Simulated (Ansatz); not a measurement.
PBE exchange is replaced step by step with exact exchange (0 % is PBE, 25 % PBE0; no dispersion term), basis def2-TZVP, Ansatz. System: Sr₃O₃ (the lowest singlet isomer of a short search). Charge 0, multiplicity 1. Geometry: PBE0-D4/def2-SVP.

Geometry of the singlet:

```xyz
6

Sr   -2.346    0.195    0.545
Sr    0.743   -1.188    0.503
Sr    1.098    1.438   -1.602
O     2.286    0.272   -0.309
O    -0.673    0.235   -0.943
O    -1.107   -0.952    1.806
```

In the def2 sets Sr takes a core potential; there is no spin–orbit coupling. The structure comes from a short search, and lower isomers may exist.

```
exact exchange (%)  HOMO (eV)  LUMO (eV)  gap (eV)
                 0      -3.27      -1.77      1.49
                10      -3.68      -1.55      2.14
                15      -3.90      -1.44      2.46
                25      -4.34      -1.22      3.12
                35      -4.81      -1.02      3.78
                50      -5.53      -0.74      4.79
```

Task: Fit a straight line to the column «gap (eV)» against the share of exact exchange and predict its value at 5 %.

Result: With x = exact exchange (%) and y = gap (eV): mean x = 22.5, mean y = 2.963; Σ(x − x̄)(y − ȳ) = 108, Σ(x − x̄)² = 1638; slope b = 0.06593, intercept a = ȳ − b·x̄ = 1.48. The residuals of the fitted rows reach 0.01. At x = 5 the line gives 1.48 + (0.06593 × 5) = 1.81; the run gave 1.81, the same within rounding.
